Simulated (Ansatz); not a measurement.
Calculated with Ansatz (gas phase, PBE0-D4/def2-TZVP geometries, no zero-point term in ΔE). CCSD(T)/CBS adds triple-zeta CCSD(T) − MP2 to the extrapolated MP2 energy (def2 sets, frozen cores). DFT in def2-TZVPP. For Ga outer-core shells are correlated without core-valence functions, which leaves a few kJ/mol of doubt a bond. Scalar relativity is left out up to krypton. Each species was taken in one conformer, which may not be the lowest.

`[NH2][GaH][SiH3]` + `C=C[SiH2][SiH2]O` → `C=[CH][Ga]([NH2])[SiH3]` + `O[SiH2][SiH3]`  (redistribution)

(1) Is it downhill or uphill in electronic energy at CCSD(T)/CBS, and by how much? (Estimate.)

(2) What do these levels give: r2SCAN-D4, ωB97X-V, B2PLYP, r2SCAN, MP2/def2-TZVPP, CCSD/def2-TZVPP? (Best estimate.)

Largest T1 diagnostic among the species: 0.015.

## Answers

(1) Computed: Nearly level: ΔE = -0.01 eV.

(2) The calculation gave: r2SCAN-D4 0.04, ωB97X-V 0.04, B2PLYP 0.02, r2SCAN 0.04, MP2/def2-TZVPP -0.03, CCSD/def2-TZVPP -0.02 eV.

In def2-TZVPP, CCSD(T) changes the Hartree–Fock value by −0.06 eV (the triples alone add −0.01 eV) and MP2 by −0.06 eV.
